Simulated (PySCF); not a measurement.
Xe (xenon, neutral) across methods

[Xe], closed-shell 1S. All numbers are calculated (PySCF 2.14, the non-relativistic Hamiltonian (point nucleus), in dyall-av2z (22s16p12d, 130 functions)).

```tsv
method	E (hartree)	mean ε 4d (eV)	mean ε 5s (eV)	mean ε 5p (eV)	Σ⟨r²⟩ (bohr²)	⟨S²⟩
HSE06	-7234.29	-65.432	-19.870	-9.194	62.37	0.000
r2SCAN0	-7234.86	-66.776	-20.783	-9.845	62.23	0.000
PBE	-7234.22	-62.183	-18.136	-8.326	62.45	0.000
PBE0	-7234.42	-65.840	-20.317	-9.615	62.27	0.000
r2SCAN	-7234.80	-63.504	-18.841	-8.689	62.28	0.000
UHF	-7232.12766	-75.657	-25.753	-12.480	62.82	0.000
revPBE	-7234.45	-62.137	-18.085	-8.289	62.41	0.000
```

Problem. Estimate the same row for LDA.

Solution. E (hartree) = -7228.85; mean ε 4d (eV) = -62.284; mean ε 5s (eV) = -18.345; mean ε 5p (eV) = -8.470; Σ⟨r²⟩ (bohr²) = 62.35; ⟨S²⟩ = 0.000.

A non-relativistic calculation at this Z misses sizeable relativistic shifts.
